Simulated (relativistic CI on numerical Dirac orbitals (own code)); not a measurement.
## V³⁺ in a cubic cluster: 1s photoemission with charge transfer

Computed with a charge-transfer multiplet model of a cubic metal-ligand cluster with up to 2 ligand holes, Slater and spin-orbit integrals from Dirac-Coulomb-Breit ions, Slater integrals scaled by 0.8. The ground state mixes d2 with configurations of k ligand holes L, whose averages lie at kΔ + k(k − 1)U_dd/2; a core hole lowers each added d electron by U_cd. 300 K, Lorentzian 1.1 eV and Gaussian 0.6 eV FWHM.

Atomic integrals in eV (Slater integrals scaled, ζ unscaled), ground: F2dd 8.057, F4dd 5.049, zeta_d 0.024; with the core hole: F2dd 9.441, F4dd 5.946, zeta_d 0.040, G2cd 0.044.

Cluster parameters (eV): Δ = 6.1, U_dd = 5.4, U_cd = 6.5, 10Dq = 0.5, 10Dq(ligand) = 0.3, final-state hopping factor = 1.

```csv
Case,n_d,d2,d3L,d4L2,S
"V(eg) = 1.25 eV, V(t2g) = -0.66 eV",2.17,0.84,0.16,0.01,1.00
"V(eg) = 1.85 eV, V(t2g) = -0.98 eV",2.29,0.73,0.25,0.02,1.00
"V(eg) = 2.15 eV, V(t2g) = -1.14 eV",2.35,0.68,0.30,0.03,1.00
```

Weights, n_d and S are thermal averages at 300 K. Binding energies count from the first peak over 30 % of the highest in each spectrum, which can be another peak from case to case. The parameters are a model scan and need not match a compound or its usual spin state. Peaks in eV (height, largest 100):
- V(eg) = 1.25 eV, V(t2g) = -0.66 eV: 0.0 (100), 3.0 (21), 5.6 (40)
- V(eg) = 1.85 eV, V(t2g) = -0.98 eV: 0.0 (100), 4.1 (8), 7.7 (25)
- V(eg) = 2.15 eV, V(t2g) = -1.14 eV: 0.0 (100), 4.6 (5), 8.8 (21)

For the case V(eg) = 1.25 eV, V(t2g) = -0.66 eV, Δ = 6.1 eV is larger than U_dd = 5.4 eV, the Mott-Hubbard side of the Zaanen-Sawatzky-Allen scheme. With the core hole the average of the configuration with one ligand hole lies at Δ − U_cd = -0.4 eV before mixing: the effective hopping of about 2.8 eV (from the holes of the mixed ground state) is comparable with this gap or larger, so the configurations mix strongly.
